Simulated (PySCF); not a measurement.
Radial density of Tl⁻ (thallium, charge -1)

PW91, [Xe] 4f14 5d10 6s2 6p2, high-spin 3P determinant. Calculation: PySCF 2.14, in aug-cc-pVTZ-PP with ECP60MDF; a scalar-relativistic core potential. This is the valence pseudo-density: the core potential removes the inner electrons and smooths the orbitals near the nucleus.

```json
{"r (bohr)": "0.0321", "4πr²ρ (e/bohr)": "1.476e-05", "4πr²(ρα − ρβ)": "0.0000"}
{"r (bohr)": "0.0540", "4πr²ρ (e/bohr)": "2.452e-05", "4πr²(ρα − ρβ)": "0.0000"}
{"r (bohr)": "0.0909", "4πr²ρ (e/bohr)": "8.809e-05", "4πr²(ρα − ρβ)": "0.0000"}
{"r (bohr)": "0.153", "4πr²ρ (e/bohr)": "0.0009094", "4πr²(ρα − ρβ)": "0.0000"}
{"r (bohr)": "0.257", "4πr²ρ (e/bohr)": "0.02118", "4πr²(ρα − ρβ)": "0.0000"}
{"r (bohr)": "0.433", "4πr²ρ (e/bohr)": "1.014", "4πr²(ρα − ρβ)": "0.0026"}
{"r (bohr)": "0.728", "4πr²ρ (e/bohr)": "14.24", "4πr²(ρα − ρβ)": "0.0295"}
{"r (bohr)": "1.22", "4πr²ρ (e/bohr)": "14.89", "4πr²(ρα − ρβ)": "-0.0361"}
{"r (bohr)": "2.06", "4πr²ρ (e/bohr)": "3.923", "4πr²(ρα − ρβ)": "0.2478"}
{"r (bohr)": "3.46", "4πr²ρ (e/bohr)": "0.9027", "4πr²(ρα − ρβ)": "0.4154"}
{"r (bohr)": "5.82", "4πr²ρ (e/bohr)": "0.2278", "4πr²(ρα − ρβ)": "0.2085"}
{"r (bohr)": "9.80", "4πr²ρ (e/bohr)": "0.06525", "4πr²(ρα − ρβ)": "0.0652"}
{"r (bohr)": "16.5", "4πr²ρ (e/bohr)": "0.004239", "4πr²(ρα − ρβ)": "0.0042"}
```

Energies and moments cover only the electrons outside the core potential. Spin-orbit coupling is strong in this species (close to jj coupling), so the high-spin LS determinant is a model state, not a physical level. At PW91 the highest occupied level has a positive energy, so only the finite basis holds that electron; in a semilocal or global hybrid functional this comes from self-interaction and does not mean that the real anion is unbound.

(1) Where is the radial spin density 4πr²(ρα − ρβ) most negative, and why is it negative at all?

## Answers

(1) Around r = 1.22 bohr, down to -0.0361 e/bohr: exchange with the open shell polarises the paired shells in an unrestricted calculation.
